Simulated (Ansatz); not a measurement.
A search over several starts for the lowest SCF solution of (H2B-mu-SH)2 (B₂H₆S₂) at the given spin, in a small basis.

```yaml
crystal:
  periodic: [false, false, false]
  atoms:
    - {symbol: B, position_ang: [1.244154, 0.088281, 0.391522]}
    - {symbol: H, position_ang: [1.403382, 0.329217, 1.574003]}
    - {symbol: H, position_ang: [2.235642, -0.044665, -0.299020]}
    - {symbol: S, position_ang: [-0.011950, 1.463114, -0.276628]}
    - {symbol: B, position_ang: [-1.290947, 0.032051, 0.203533]}
    - {symbol: H, position_ang: [-2.162965, -0.142237, -0.625191]}
    - {symbol: H, position_ang: [-1.633223, 0.261867, 1.348828]}
    - {symbol: S, position_ang: [0.008906, -1.455307, 0.315205]}
    - {symbol: H, position_ang: [0.092995, 1.204343, -1.614329]}
    - {symbol: H, position_ang: [0.114006, -1.736665, -1.017913]}
basis:
  gaussian: {orbitals: def2-SVP, initial_orbitals: start.molden}
hamiltonian: {xc: pbe0, dispersion: d4}
output: {orbitals: {seedname: orbitals}}
```

The file start.molden holds the orbitals of an earlier run on this structure, at another level or in another basis.

```sh
$ ansatz run in.yaml --threads 4 --pin off --events-out ev --progress --plain --max-ram 3916MiB
```

Output, abridged:

```
Functional definition: PBE0
  name "PBE0"
  cite "Adamo & Barone, J. Chem. Phys. 110, 6158 (1999) doi:10.1063/1.478522"
  cite "Perdew, Burke & Ernzerhof, Phys. Rev. Lett. 77, 3865 (1996) doi:10.1103/PhysRevLett.77.3865"
  parent pbe
  parameter a = 0.25
  parameter kappa = 0.804
  parameter beta = 0.06672455060314922
  exchange = (1 - a)*pbe_x(kappa = kappa, mu = beta*pi^2/3) + a*exact_x
  correlation = pbe_c(beta = beta)
1072 factors; their error is unknown
mean field evaluation 1: about -23104.7109 eV, gradient 6.1e0 eV
mean field evaluation 2: about -23104.7689 eV, gradient 5.8e-2 eV
mean field evaluation 4: about -23104.8751 eV, gradient 3.8e-5 eV
mean field evaluation 8: about -23104.7437 eV, gradient 3.0e0 eV
mean field evaluation 16: about -23104.8751 eV, gradient 8.7e-4 eV
mean field -23104.87507278 eV, -849.0884978778 hartree, gradient 4.1e-5 eV, S^2 0.000000; 1 other end points of the search recorded, 0 dependent functions left out
reference -23104.87509946 eV, -849.0884988583 hartree; 24, 24 occupied and 70, 70 virtual orbitals, 1072 factors
Total energy: -23105.09510522 eV, -849.0965839209 hartree
```

It took 0.95 s on 4 threads of Arm Neoverse V2 on a shared host.
